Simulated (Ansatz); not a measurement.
VF4, SMILES [F][V+]([F])([F])[F], charge +1, multiplicity 1.

Coordinates come from a B3LYP-D3(BJ)/def2-SVP optimisation. The spin state was assumed, not searched. The isomer is the one that the SMILES or the coordinates give; other isomers of the formula were not compared.

Two levels are set side by side: PBE/def2-SVPD (Ansatz, an electronic-structure program) and CAM-B3LYP/def2-SVPD (Ansatz). Energy differences of separate SCF runs at the same geometry; the states with an electron removed or added have multiplicity 2 and 2. Differences are taken from unrounded values.

```tsv
quantity	PBE
vertical ionisation energy (eV)	22.16
vertical electron affinity (eV)	9.12
vertical singlet–triplet gap (eV)	5.12
```

**Question.** These are the PBE values. What does CAM-B3LYP give? (The exact figures need the calculation; the answer reports its results.)

**Answer.** 
```json
[
 {"quantity": "vertical ionisation energy (eV)", "CAM-B3LYP": "23.32", "PBE minus CAM-B3LYP": "-1.16"},
 {"quantity": "vertical electron affinity (eV)", "CAM-B3LYP": "10.68", "PBE minus CAM-B3LYP": "-1.55"},
 {"quantity": "vertical singlet–triplet gap (eV)", "CAM-B3LYP": "4.95", "PBE minus CAM-B3LYP": "0.18"}
]
```
